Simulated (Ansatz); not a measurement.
Cost and result up the ladder for GeHBr₃ (5 atoms). Charge 0, multiplicity 1. Geometry: r2SCAN-D4/def2-SVP.

```xyz
5

Ge   -0.029   -0.093   -0.125
H    -0.307   -0.992   -1.330
Br    2.098   -0.471    0.647
Br   -1.532   -0.552    1.547
Br   -0.230    2.109   -0.739
```

Ansatz on 4 threads of Intel Xeon on a shared host. Times are rough, and most runs start from the orbitals of an earlier one. ωB97M-V/def2-TZVP serves as the yardstick here, not as an exact answer. Differences are given only for rows in sets of like size (and for xTB, whose basis is part of the method), since another set adds its own error. Binding counts from free atoms at the same level (Ge triplet, H doublet, Br doublet; other spins of the atoms weren't run), without zero-point energy or a counterpoise term.

The 6-31G sets use Cartesian d functions. B3LYP takes the VWN-RPA correlation. Correlated methods freeze 36 core orbitals; core or outer-core shells of Ge, Br are correlated, in sets that lack core-valence functions. The rows differ in basis, and correlated rows in double-zeta sets carry the largest basis error.

Correlated methods converge slowly with the basis, most of all in double-zeta sets.

| level | functions | wall time |
| --- | --- | --- |
| PBE-D4/def2-SVP | 133 | 3.5 s |
| HF/6-31G | 118 | 6 s |
| B3LYP-D4/6-31G | 118 | 6 s |
| PBE-D4/def2-TZVP | 198 | 6.5 s |
| revPBE-D4/def2-TZVP | 198 | 6.5 s |
| PBE0-D4/def2-SVP | 133 | 8.6 s |
| r2SCAN-D4/def2-TZVP | 198 | 11 s |
| HF/def2-TZVP | 198 | 13 s |
| MP2/def2-TZVP | 198 | 14 s |
| B3LYP-D4/def2-TZVP | 198 | 14 s |
| r2SCANh-D4/def2-TZVP | 198 | 19 s |
| CAM-B3LYP-D4/def2-TZVP (with forces) | 198 | 21 s |
| ωB97M-V/def2-TZVP | 198 | 29 s |
| CCSD(T)/def2-SVP | 133 | 38 s |

**Question.** Estimate what each level gives for the binding energy per atom (eV).

**Answer.** 
```json
{"level": "PBE-D4/def2-SVP", "binding energy per atom (eV)": "2.58", "difference from ωB97M-V/def2-TZVP (eV)": "–"}
{"level": "HF/6-31G", "binding energy per atom (eV)": "1.37", "difference from ωB97M-V/def2-TZVP (eV)": "–"}
{"level": "B3LYP-D4/6-31G", "binding energy per atom (eV)": "2.19", "difference from ωB97M-V/def2-TZVP (eV)": "–"}
{"level": "PBE-D4/def2-TZVP", "binding energy per atom (eV)": "2.58", "difference from ωB97M-V/def2-TZVP (eV)": "0.09"}
{"level": "revPBE-D4/def2-TZVP", "binding energy per atom (eV)": "2.49", "difference from ωB97M-V/def2-TZVP (eV)": "0.01"}
{"level": "PBE0-D4/def2-SVP", "binding energy per atom (eV)": "2.53", "difference from ωB97M-V/def2-TZVP (eV)": "–"}
{"level": "r2SCAN-D4/def2-TZVP", "binding energy per atom (eV)": "2.59", "difference from ωB97M-V/def2-TZVP (eV)": "0.10"}
{"level": "HF/def2-TZVP", "binding energy per atom (eV)": "1.77", "difference from ωB97M-V/def2-TZVP (eV)": "-0.72"}
{"level": "MP2/def2-TZVP", "binding energy per atom (eV)": "2.56", "difference from ωB97M-V/def2-TZVP (eV)": "0.08"}
{"level": "B3LYP-D4/def2-TZVP", "binding energy per atom (eV)": "2.47", "difference from ωB97M-V/def2-TZVP (eV)": "-0.01"}
{"level": "r2SCANh-D4/def2-TZVP", "binding energy per atom (eV)": "2.56", "difference from ωB97M-V/def2-TZVP (eV)": "0.08"}
{"level": "CAM-B3LYP-D4/def2-TZVP (with forces)", "binding energy per atom (eV)": "2.46", "difference from ωB97M-V/def2-TZVP (eV)": "-0.02"}
{"level": "ωB97M-V/def2-TZVP", "binding energy per atom (eV)": "2.48", "difference from ωB97M-V/def2-TZVP (eV)": "0.00"}
{"level": "CCSD(T)/def2-SVP", "binding energy per atom (eV)": "2.30", "difference from ωB97M-V/def2-TZVP (eV)": "–"}
```
